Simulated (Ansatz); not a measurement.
## One reagent, a row of partners

Four-centre ligand exchange: HfF₄ ([F][Hf]([F])([F])[F]) meets different reagents, and the same bond of it breaks. Each row is one chosen step, not always the lowest open to these reactants.

Gas-phase electronic energies, without zero-point energy, by CCSD(T) at an estimated basis limit (MP2 extrapolated from triple and quadruple zeta, plus CCSD(T) − MP2 in triple zeta); Ansatz 0.2.0, def2-TZVPP and QZVPP, frozen cores, core potentials past krypton, on PBE0-D4/def2-TZVP structures. Extrapolation: Hartree–Fock as exp(−7.88 √X), correlation as X^−2.97. All energies, in eV, count from the separated reactants, without counterpoise correction; the start and end structures are the complexes reached by relaxing down from the saddle, and deeper ones may exist. Brackets give SMILES, or, where every atom is bracketed, only which atoms are joined. Steps whose reference was doubtful or whose search ended elsewhere are left out.

| reactants | products | broken | formed | start structure | saddle | end structure | saddle by PBE0-D4/TZ |
| --- | --- | --- | --- | --- | --- | --- | --- |
| HfF₄ ([F][Hf]([F])([F])[F]) + HCl | HfClF₃ ([F][Hf]([F])([F])[Cl]) + HF, still joined by a dative F–Hf bond | Cl–H, F–Hf | Cl–Hf, F–H | -0.283 | ? | -0.269 | 0.088 |
| HfF₄ ([F][Hf]([F])([F])[F]) + H₂O | HfHOF₃ ([OH][Hf]([F])([F])[F]) + HF, still joined by a dative F–Hf bond | F–Hf, H–O | F–H, Hf–O | -0.847 | 0.038 | -0.027 | -0.004 |
| HfF₄ ([F][Hf]([F])([F])[F]) + H₂S | HfHSF₃ ([F][Hf]([F])([F])[SH]) + HF, still joined by a dative F–Hf bond | F–Hf, H–S | F–H, Hf–S | -0.494 | 0.576 | 0.446 | 0.434 |

What is the height of the saddle for HfF₄ ([F][Hf]([F])([F])[F]) + HCl? (An estimate is asked for; the value comes from the calculation.)

Computed: 0.182 eV relative to the separated reactants, between the members at 0.038 and 0.576; above its start structure the barrier is 0.182 − (-0.283) ≈ 0.464 eV.

How do the PBE0-D4 saddles lie against the coupled-cluster estimate?

All lower, by 0.042 to 0.142 eV.

T1 diagnostic: at most 0.017. The outer cores of Hf are correlated in sets not built for that, so values that involve them are less sure.

For scale, one of the runs: CCSD(T)/def2-TZVPP, 250 basis functions, launched by `ansatz run in.yaml --threads 8 --pin off --events-out ev --progress --plain --max-ram 19148MiB`. Hardware: 8 CPU threads of an Arm Neoverse V2, shared host. Wall time 3.3 min; peak host memory 6.6 GiB.
